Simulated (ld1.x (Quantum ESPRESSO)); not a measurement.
## Before and after: TM potential for tungsten (W)

ld1.x (Quantum ESPRESSO) 7.5 input, shortened:

```
&input
   title='W', zed=74., rel=1, dft='REVPBE', iswitch=3,
   config='[Xe] 4f14 5d4 6s2 6p0'
 /
 &inputp
   pseudotype=2, tm=.true., lloc=-1, rcloc=2.20,
   nlcc=.true., new_core_ps=.true.
 /
3
6S  1  0   2.00   0.00  2.65  2.65  0.0
6P  2  1   0.00   0.00  3.40  3.40  0.0
5D  3  2   4.00   0.00  2.10  2.10  0.0
 &test
   configts(1)='5d4 6s2 6p0'
 /
```

Change: local potential all-electron potential smoothed inside 3.46 bohr (lloc = -1).

Cutoffs: the cutoffs (Ry, on a coarse ladder) from which the occupation-weighted sum of valence levels, in a spherical-Bessel basis at the reference potential, stays within 10 and 1 mRy of its value at 400 Ry; they do not see the model core or the augmentation charge, which bear on the density cutoff. Errors are all-electron minus pseudo energies relative to the spin-unpolarised reference configuration.

Problem. What does the change do?

Solution. The potential gets neither clearly harder nor softer (30 Ry and 35 Ry → 30 Ry and 35 Ry); the bound ghost in s disappears; of the 7 tests that both files solve, the error grows in 3 and shrinks in 0 by more than 15 % and 0.3 meV (median size 58.9 → 68.4 meV). In the separable form a ghost depends on how the local part lies against the semilocal potential of the channel, so the choice of the local part can create or remove one. The local part now departs from the all-electron potential out to 3.46 bohr, far beyond the d radius of 2.10 bohr, and whatever the projectors do not describe feels it: the likely cause.

| quantity | base | changed |
| --- | --- | --- |
| cutoff, loose | 30 Ry | 30 Ry |
| cutoff, tight | 35 Ry | 35 Ry |
| loose cutoff by channel (10 mRy a level) | s 10 Ry, d 25 Ry | s 6 Ry, d 25 Ry |
| bound ghosts | s | none |
| error for 5d4 6s1 6p0, meV [ΔE 8.80 eV] | -14 | -14 |
| error for 5d4 6s0 6p0, meV [ΔE 24.35 eV] | -59 | -68 |
| error for 5d3 6s0 6p0, meV [ΔE 49.63 eV] | -139 | -214 |
| error for 5d5 6s0 6p0, meV [ΔE 9.58 eV] | -126 | -135 |
| error for 5d5 6s1 6p0, meV [ΔE 1.53 eV] | -58 | -65 |
| error for 5d2 6s0 6p0, meV [ΔE 86.73 eV] | -595 | -761 |
| error for 5d4.5 6s1.5 6p0, meV [ΔE 0.69 eV] | -17 | -19 |

Base: These tests converged, but a pseudo level misses the all-electron one widely, so the file describes the atom poorly there or has found another state: 5d2 6s0 6p0: empty 6p by 5.6 eV (a node warning on the way). A true bound ghost makes a file unfit for plane-wave use even where its test errors are small: the radial tests pick states by their node count and pass the ghost by.
